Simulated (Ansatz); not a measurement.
`FC1(Cl)O[SiH2]1`. Charge 0, multiplicity 1. The structure was optimised at the PBE0-D4/def2-TZVP level.

```xyz
7

F     1.034    0.069    1.685
C     0.663   -0.289    0.444
Cl    1.972   -1.199   -0.299
O    -0.569   -0.943    0.425
Si   -0.706    0.487   -0.467
H    -1.541    1.542    0.139
H    -0.852    0.334   -1.928
```

What is the dipole moment at r2SCAN/def2-TZVPP? (Estimate.)

The calculation gave: 3.13 D, with components (-1.72, 1.98, -1.72) D in this frame, pointing from negative to positive charge.

And with PBE, B3LYP, ωB97M-V? (An estimate is asked.)

The calculation gave: PBE 2.95 D, B3LYP 3.31 D, ωB97M-V 3.38 D.

Give the Mulliken charges with r2SCAN, B3LYP, ωB97M-V in def2-TZVPP. (Estimate.)

Computed: 
```json
{"atom": "F1", "r2SCAN": "-0.17", "B3LYP": "-0.18", "ωB97M-V": "-0.17"}
{"atom": "C2", "r2SCAN": "0.25", "B3LYP": "0.27", "ωB97M-V": "0.19"}
{"atom": "Cl3", "r2SCAN": "-0.11", "B3LYP": "-0.10", "ωB97M-V": "-0.07"}
{"atom": "O4", "r2SCAN": "-0.34", "B3LYP": "-0.34", "ωB97M-V": "-0.33"}
{"atom": "Si5", "r2SCAN": "0.47", "B3LYP": "0.42", "ωB97M-V": "0.37"}
{"atom": "H6", "r2SCAN": "-0.05", "B3LYP": "-0.04", "ωB97M-V": "0.00"}
{"atom": "H7", "r2SCAN": "-0.05", "B3LYP": "-0.04", "ωB97M-V": "0.00"}
```

B3LYP here is the variant with VWN-RPA as its local correlation; programs differ in this.
